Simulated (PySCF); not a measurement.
**RbAs and its ions**

BHandHLYP; basis Rb def2-SVP with ECP28, As def2-SVP; scalar-relativistic core potentials; PySCF 2.14. Neutral (UKS): triplet (π ↑↑), Re = 3.294 Å, ωe = 134 cm⁻¹, De = 1.06 eV, HOMO -4.06 eV, LUMO -1.12 eV.

RbAs⁺ (UKS): quartet (σ ↑, π ↑↑), Re = 3.857 Å, ωe = 46.8 cm⁻¹, De = 0.13 eV to Rb⁺ + As. The energies at the minima are -2259.60282 hartree for RbAs and -2259.41611 for RbAs⁺.

(1) Work out the adiabatic ionisation energy, without and with harmonic zero-point energies (1 hartree = 27.2114 eV, 1 eV = 8065.5 cm⁻¹), and the change of the bond length.

Weak bonds: RbAs⁺. Basis-set superposition, not corrected here, can be much of De in a small basis, most of all at correlated wavefunction levels. Spin–orbit coupling is left out. For an ion De counts to the pair picked by the measured ionisation energies or electron affinities, which need not be the lowest pair at this level. States were picked by a PBE0 search and need not be the measured ground states.

Answers

(1) At BHandHLYP: 0.18671 hartree = 5.081 eV between the minima; the zero-point term (46.8 − 134.0)/2 cm⁻¹ = -0.005 eV makes it 5.075 eV. Re changes by +56.3 pm against the neutral. The electron leaves a σ orbital, and the ion is left as a loose complex of an ion and an atom.
